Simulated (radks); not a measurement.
Results of a calculation; reference values are marked as such.
Ionisation of Au2+, [Xe] 4f14 5d9, to Au3+, [Xe] 4f14 5d8, under several functionals. Scalar-relativistic Kohn-Sham, spin-polarised, spherical densities, finite nucleus; open shells are filled with parallel spins first (spin-orbit coupling, left out, can overturn this in heavy ions); a radial shooting solver on a logarithmic mesh with Libxc functionals. Known Delta-SCF values: OLYP 33.320 eV. What does exchange-only r2SCAN give, and what is its highest occupied eigenvalue?

Answer. 32.037 eV by Delta-SCF; the 5d eigenvalue is -25.814 eV. NIST: 30 eV (theoretical).
